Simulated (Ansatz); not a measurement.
Geometry optimisation, RKS PBE0/def2-SVP in Ansatz 0.2.0.

Input file:

```yaml
crystal:
  periodic: [false, false, false]
  atoms:
    - { symbol: F, position_ang: [-2.1697, -0.5098, 0.4586] }
    - { symbol: Ge, position_ang: [-0.8235, -0.282, -0.5998] }
    - { symbol: Al, position_ang: [1.0847, 0.3625, 0.7268] }
    - { symbol: H, position_ang: [-0.4552, -1.6108, -1.321] }
    - { symbol: H, position_ang: [-1.1028, 0.814, -1.6705] }
    - { symbol: H, position_ang: [2.413, -0.5565, 0.7651] }
    - { symbol: H, position_ang: [1.1148, 1.7145, 1.5951] }
basis:
  gaussian: { orbitals: def2-SVP }
hamiltonian:
  xc: pbe0
relax:
  f_tol: 0.015
  max_steps: 40
output:
  orbitals: {}
```

Launched with:

```bash
$ ansatz run input.yaml --threads 1 --pin off --max-ram 2048MiB --backend cpu --events-out ev --progress --plain --runs-dir out
```

Question: Where does it end, and by what steps?

Answer: The run converged. The force dipped under the threshold on the way, but the program's further checks kept it going. After 22 steps the energy has fallen by 0.175 eV; H7 moved furthest, 0.93 Å.

```csv
step,energy less start (eV),largest force component (eV/Å),accepted
0,0.0000,0.989,yes
1,-0.0760,0.836,yes
2,-0.1434,0.323,yes
3,-0.1409,0.306,no
4,-0.1615,0.047,yes
5,-0.1649,0.022,yes
6,-0.1661,0.060,yes
7,-0.1667,0.065,yes
8,-0.1679,0.124,yes
9,-0.1691,0.075,yes
10,-0.1707,0.033,yes
11,-0.1723,0.070,yes
12,-0.1693,0.219,no
13,-0.1709,0.103,no
14,-0.1730,0.018,yes
15,-0.1738,0.026,yes
16,-0.1739,0.076,yes
17,-0.1744,0.043,yes
18,-0.1747,0.014,yes
19,-0.1749,0.021,yes
20,-0.1750,0.046,yes
21,-0.1751,0.020,yes
22,-0.1751,0.007,yes
```

```xyz
7
Properties=species:S:1:pos:R:3
F -2.216 0.085 0.249
Ge -0.747 -0.308 -0.636
Al 1.175 0.372 0.794
H -0.851 -1.822 -0.940
H -0.874 0.443 -1.983
H 2.652 0.120 0.259
H 0.921 1.042 2.210
```

Whether the end is a true minimum wasn't checked by a vibrational analysis.

Run time: 31 s on 1 thread of AMD EPYC 9R45 96-Core Processor (Zen 5), with other jobs on the host, peak memory 0.19 GiB.
